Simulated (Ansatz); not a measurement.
Relaxation of BH₅OSSi (9 atoms, charge 0, multiplicity 1), to a largest force component of 0.015 eV/Å in at most 40 steps.

Level of theory: Ansatz, RKS PBE/cc-pVDZ.

```xyz
9
Properties=species:S:1:pos:R:3:forces:R:3
B -0.404 1.440 0.058 -1.17 2.11 -0.79
Si 0.264 -0.312 0.197 -0.64 -1.35 0.08
O -0.292 -1.233 -1.135 0.76 -1.54 0.74
S 2.381 -0.311 0.253 1.27 -0.21 -0.50
H -1.152 1.757 -0.880 0.34 -0.10 0.34
H -0.190 2.313 0.860 0.12 0.12 0.21
H -0.228 -0.902 1.487 -0.15 -0.27 0.29
H -0.014 -2.173 -0.880 -0.55 1.02 -0.76
H 2.416 0.506 1.328 0.02 0.22 0.38
```

Question: Where does it end, and by what steps?

Answer: It converged. After 13 steps the energy has fallen by 0.817 eV; S4 moved furthest, 1.14 Å. Joined: B1–S4.

| step | energy less start (eV) | largest force component (eV/Å) | accepted |
| --- | --- | --- | --- |
| 0 | 0.0000 | 2.106 | yes |
| 1 | -0.2490 | 0.852 | yes |
| 2 | -0.3071 | 0.395 | yes |
| 3 | -0.3373 | 0.502 | yes |
| 4 | -0.3715 | 0.447 | yes |
| 5 | -0.3991 | 0.696 | yes |
| 6 | -0.4562 | 0.724 | yes |
| 7 | -0.5609 | 0.406 | yes |
| 8 | -0.6803 | 0.557 | yes |
| 9 | -0.7917 | 0.448 | yes |
| 10 | -0.8047 | 0.305 | yes |
| 11 | -0.8139 | 0.133 | yes |
| 12 | -0.8164 | 0.045 | yes |
| 13 | -0.8167 | 0.013 | yes |

```xyz
9
Properties=species:S:1:pos:R:3
B -0.033 1.458 0.069
Si -0.187 -0.483 0.282
O -0.504 -1.529 -1.014
S 1.870 0.671 -0.007
H -0.265 1.853 -1.056
H -0.185 2.180 1.032
H 0.082 -1.287 1.537
H -0.151 -2.431 -0.888
H 2.155 0.654 1.332
```

Whether the end is a true minimum wasn't checked by a vibrational analysis.

Run time: 30 s on 1 thread of Intel(R) Xeon(R) Platinum 8488C (Sapphire Rapids), with other jobs on the host, peak memory 0.16 GiB.
